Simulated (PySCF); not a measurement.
## [Ce(H2O)6]4+: from a saddle point downhill

PySCF 2.14.0, RKS PBE, Ce lcecp-2-SVP with ECP46, O def2-SVP, H def2-SVP; non-relativistic Hamiltonian with scalar-relativistic core potentials where named; density fitting; no spin-orbit coupling. Relaxed within the symmetry of its start, the geometry (D2d) is

```xyz
19

Ce    0.0000    0.0000    0.0000
O     0.0000    0.0000    2.3540
H     0.5586    0.5409    2.9843
H    -0.5586   -0.5409    2.9843
O     0.0000    0.0000   -2.3540
H     0.5586   -0.5409   -2.9843
H    -0.5586    0.5409   -2.9843
O     2.3508    0.0000    0.0000
H     2.9772   -0.5526    0.5526
H     2.9772    0.5526   -0.5526
O     0.0000    2.3540    0.0000
H     0.5586    2.9843    0.5409
H    -0.5586    2.9843   -0.5409
O    -2.3508    0.0000    0.0000
H    -2.9772    0.5526    0.5526
H    -2.9772   -0.5526   -0.5526
O     0.0000   -2.3540    0.0000
H    -0.5586   -2.9843    0.5409
H     0.5586   -2.9843   -0.5409
```

and its lowest harmonic modes are -247, -94, -94, 26, 60, 60 cm⁻¹ (negative: unstable). It was moved along the lowest mode and relaxed again, within the group D2 that the move left.

Where does it end, and how much lower?

In nearly Th, 0.174 eV lower, after 18 steps:
```xyz
19

Ce    0.0000    0.0000    0.0000
O     0.0000    0.0000    2.3485
H     0.0075    0.7811    2.9748
H    -0.0075   -0.7811    2.9748
O     0.0000    0.0000   -2.3485
H     0.0075   -0.7811   -2.9748
H    -0.0075    0.7811   -2.9748
O     2.3483    0.0000    0.0000
H     2.9747   -0.0114    0.7815
H     2.9747    0.0114   -0.7815
O     0.0000    2.3485    0.0000
H     0.7807    2.9747   -0.0205
H    -0.7807    2.9747    0.0205
O    -2.3483    0.0000    0.0000
H    -2.9747    0.0114    0.7815
H    -2.9747   -0.0114   -0.7815
O     0.0000   -2.3485    0.0000
H    -0.7807   -2.9747   -0.0205
H     0.7807   -2.9747    0.0205
```

How do the contacts change?


| contact | saddle (Å) | end (Å) |
| --- | --- | --- |
| Ce1–O2 (H2O) | 2.354 | 2.349 |
| Ce1–O5 (H2O) | 2.354 | 2.349 |
| Ce1–O8 (H2O) | 2.351 | 2.348 |
| Ce1–O11 (H2O) | 2.354 | 2.348 |
| Ce1–O14 (H2O) | 2.351 | 2.348 |
| Ce1–O17 (H2O) | 2.354 | 2.348 |


Is the end a minimum?

Yes; lowest modes 56, 56, 56, 78, 78, 79 cm⁻¹.

State: singlet in the valence, with the 4f electrons in the core potential.
